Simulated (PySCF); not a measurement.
Excitations are Tamm–Dancoff values on a coarser integration grid. The basis has no diffuse functions, so Rydberg states are missing or too high.

## C8H8B2S, SMILES `Bc1cc2c(B)cccc2s1` (charge 0, multiplicity 1)

Computed with PBE-D3(BJ)/def2-TZVP // PBE0-D4/def2-SVP run with PySCF.

* **HOMO**: -6.01 eV
* **dipole moment**: 2.47 D
* **HOMO–LUMO gap**: 2.45 eV
* **LUMO**: -3.56 eV
* **S1 excitation (TDA)**: 3.01 eV
* **S1 oscillator strength**: 0.081
* **brightest of the four lowest singlets (TDA)**: 3.83 eV
* **T1 excitation (TDA)**: 2.20 eV
* **S1–T1 gap (TDA)**: 0.81 eV
* **total energy**: -20600.06 eV
* **cost**: about 17 core-minutes (a rough figure)

```xyz
19

B      3.7751    -0.5380     0.0324
C      2.2491    -0.5808     0.0766
C      1.3750     0.4679    -0.1340
C      0.0006     0.1147    -0.0252
C     -1.1588     0.9358    -0.1792
B     -1.0977     2.4379    -0.5111
C     -2.4026     0.3178    -0.0150
C     -2.5319    -1.0481     0.2881
C     -1.4094    -1.8463     0.4379
C     -0.1436    -1.2648     0.2813
S      1.3824    -2.0571     0.4207
H      4.3192     0.5130    -0.2107
H      4.4334    -1.5303     0.2353
H      1.7255     1.4745    -0.3632
H     -0.0489     3.0182    -0.6636
H     -2.1302     3.0574    -0.6232
H     -3.3054     0.9234    -0.1276
H     -3.5252    -1.4867     0.4070
H     -1.5066    -2.9086     0.6736
```
Charge 0, spin multiplicity 1.
